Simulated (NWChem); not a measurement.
System: CuNH4; SMILES [NH3]->[CuH]

Here is an NWChem input.

```
start job
memory heap 200 mb stack 900 mb global 1100 mb
geometry units angstroms noautoz
  Cu     0.000000     0.000000    -0.437168
  H      0.000000     0.000000    -1.927225
  N      0.000000     0.000000     1.432512
  H     -0.898730    -0.293335     1.828787
  H      0.195330     0.924990     1.828787
  H      0.703400    -0.631656     1.828787
end
basis spherical
  Cu library 6-31g*
  H library 6-31g*
  N library 6-31g*
end
dft
  xc xtpss03 ctpss03
  iterations 150
  mulliken
end
task dft energy
```

Structure relaxed at the B3LYP/6-31G* (spherical d) level.

Problem. Predict the main results of this run. (TPSS/6-31G* (spherical d).) Quantities: basis functions; energy (Ha); highest occupied level (eV); orbital gap (eV); dipole (D).

Solution. 
| Quantity | Result |
|---|---|
| number of basis functions | 56 |
| energy (Ha) | -1697.38 |
| highest occupied level (eV) | -2.54 |
| orbital gap (eV) | 2.12 |
| dipole (D) | 6.26 |
